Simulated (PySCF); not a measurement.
CH6AsBO.
Bonds: C1–O2, O2–B3, B3–As4. Hydrogens: H5, H6, H7 on C1; H8 on B3; H9, H10 on As4.

Computed, not measured: MP2 and CCSD/aug-cc-pVDZ in PySCF, restricted Hartree–Fock reference, frozen core, non-relativistic, gas phase, PBE0-D3(BJ)/def2-SVP geometry.

E(HF) = -2375.11905 Eh.

(1) How large is the problem?

(2) What are the MP2 and CCSD correlation energies?

(3) What is the T1 diagnostic?

(4) How does correlation change the dipole moment?

Answers

(1) 159 basis functions and 58 electrons; 12 orbitals frozen, which leaves o = 17 correlated occupied and v = 130 virtual orbitals. That is o·v = 2210 singles and o·v(o·v + 1)/2 = 2443155 distinct closed-shell doubles amplitudes before symmetry; the costliest CCSD step grows as o²v⁴ = 8.3 × 10^10.

(2) MP2 -0.5748 Eh and CCSD -0.6246 Eh, which gives totals of -2375.69386 and -2375.74363 Eh. That is 0.500 eV for each correlated electron at CCSD (1640 kJ/mol in all, 0.026 % of the total energy); MP2 gives 92.0 % of the CCSD value.

(3) 0.0130, below the customary warning level of 0.02. It is the norm of the spatial-orbital singles amplitudes over the root of the number of correlated electrons, so the norm is 0.076.

(4) HF gives 2.46 D and CCSD (unrelaxed density) 2.33 D, a change of -0.13 D; the two vectors are 6° apart.

Connected triples and the basis-set limit are missing.

The job also held the EOM ionisation roots. The run took 5.3 min on an Intel Xeon Platinum 8259CL at 2.50 GHz with one thread, no GPU, shared host with 96 logical CPUs at a one-minute load of 53, and the process peaked at 2.9 GiB of memory.

Shape of the structure used: `[CH3:1][O:2][BH:3][AsH2:4]`: C1–O2–B3–As4 -175°, H–As4–B3–O2 -135°, H–As4–B3–O2 -40°.

One conformer stands for the species.
